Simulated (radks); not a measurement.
Results of a calculation; reference values are marked as such.
Initial-state core-level shifts of neutral arsenic when its valence configuration changes from [Ar] 3d10 4s2 4p3. Level of theory: scalar-relativistic Kohn-Sham, LDA (Slater exchange, Perdew-Wang correlation), spin-unpolarised, spherical densities, finite nucleus; Fermi nuclear charge, rms radius 4.0968 fm (a radial shooting solver on a logarithmic mesh with Libxc functionals). Shifts are changes of the shell-averaged eigenvalues in eV (positive: less bound); the change of the density at the nucleus, which sets a Mossbauer isomer shift, is in e/bohr^3, on a base of 3.582e+04.

valence,2s,2p,3s,3p,density at nucleus
3d10 4p5,-3.199,-3.187,-3.262,-3.246,-46.315
3d9 4s2 4p4,-14.231,-14.109,-11.377,-11.148,+13.764
3d10 4s1.5 4p3.5,-0.837,-0.834,-0.852,-0.848,-10.991
3d9 4s1 4p5,-15.758,-15.627,-12.918,-12.681,-12.218
3d10 4s1 4p4,-1.647,-1.642,-1.677,-1.670,-22.386
3d9 4p6,-17.213,-17.072,-14.389,-14.144,-39.601
3d8.5 4s1 4p5.5,-23.230,-23.034,-18.691,-18.341,-6.701
3d8 4s2 4p5,-29.545,-29.295,-23.129,-22.676,+28.667
3d8 4s1 4p6,-30.970,-30.707,-24.556,-24.094,-0.907
